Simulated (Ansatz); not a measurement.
Cost and result for the atomization energy of `N=[C](Cl)[Ga]([F])[Cl]` (7 atoms, 6 bonds).

Total charge 0; spin multiplicity 1. Correlated methods include outer-core shells of Ga, which these sets cover unevenly. Scalar relativity is left out up to krypton. Geometry: relaxed with PBE0-D4/def2-TZVP. It is one conformer, not always the lowest. Program: Ansatz. All runs use 4 threads of an Intel Xeon 6975P-C on a shared host. Times are those of one run each, without the atoms' runs, and a repeat can differ threefold. Electronic energies, without spin–orbit coupling; frozen cores. CCSD(T)/CBS adds CCSD(T) − MP2 in def2-TZVPP to the MP2 limit, and its time is that of the two runs behind it. T1 = 0.014. With those shells the extrapolation isn't a true limit. B3LYP takes the VWN-RPA correlation (the form of Gaussian; ORCA's B3LYP/G).

CCSD(T)/CBS is a level of theory with its own doubt, some kJ/mol a heavy atom from the limit and from the frozen cores, so smaller differences don't rank the functionals.

| level | functions | wall time |
| --- | --- | --- |
| LDA (SPW92)/def2-TZVPP | 239 | 0.85 s |
| BLYP-D4/def2-TZVPP | 239 | 1.6 s |
| PBE0-D4/def2-TZVPP | 239 | 2.3 s |
| B97M-V/def2-TZVPP | 239 | 4.3 s |
| r2SCANh-D4/def2-TZVPP | 239 | 4.6 s |
| PBE-QIDH/def2-TZVPP | 239 | 4.7 s |
| B2PLYP/def2-TZVPP | 239 | 4.8 s |
| CCSD(T)/def2-SVP | 115 | 4.8 s |
| B3LYP-D4/def2-TZVPP (with forces) | 239 | 5 s |
| ωB97X-V/def2-TZVPP | 239 | 5.5 s |
| MP2/def2-QZVPP | 430 | 15 s |
| CCSD(T)/def2-TZVPP | 239 | 63 s |
| CCSD(T)/CBS(def2) | – | 78 s |

**Question.** What atomization energy does each give, and how far from CCSD(T)/CBS? (Best estimate.)

**Answer.** Ansatz gave: 
| level | atomization (kJ/mol) | difference from CCSD(T)/CBS | per bond |
| --- | --- | --- | --- |
| LDA (SPW92)/def2-TZVPP | 2906.9 | 482.3 | 80.4 |
| BLYP-D4/def2-TZVPP | 2434.7 | 10.1 | 1.7 |
| PBE0-D4/def2-TZVPP | 2441.3 | 16.7 | 2.8 |
| B97M-V/def2-TZVPP | 2441.3 | 16.7 | 2.8 |
| r2SCANh-D4/def2-TZVPP | 2412.4 | -12.2 | -2.0 |
| PBE-QIDH/def2-TZVPP | 2417.4 | -7.2 | -1.2 |
| B2PLYP/def2-TZVPP | 2389.0 | -35.6 | -5.9 |
| CCSD(T)/def2-SVP | 2255.4 | -169.2 | -28.2 |
| B3LYP-D4/def2-TZVPP (with forces) | 2398.2 | -26.4 | -4.4 |
| ωB97X-V/def2-TZVPP | 2438.3 | 13.7 | 2.3 |
| MP2/def2-QZVPP | 2515.5 | 90.9 | 15.1 |
| CCSD(T)/def2-TZVPP | 2348.4 | -76.2 | -12.7 |
| CCSD(T)/CBS(def2) | 2424.6 | 0.0 | 0.0 |

Leaving LDA and LC-ωPBE aside and taking each functional with its dispersion term where it has one, the values, not all of them listed here, spread over 271.6 kJ/mol, from BHLYP-D4 to PBE-D4. LDA lies +385.7 kJ/mol from PBE without D4, its usual overbinding. From r2SCAN to r2SCAN0 (25 % exact exchange), in def2-TZVPP and without D4, the atomization energy moves by −89.5 kJ/mol: exact exchange takes away binding that semilocal exchange gives to molecules. At CCSD(T), def2-SVP lies −169.3 kJ/mol from the extrapolated value and def2-TZVPP −76.2 kJ/mol: correlation converges slowly with the basis, and small sets miss more of it in the bonded molecule than in its fragments.
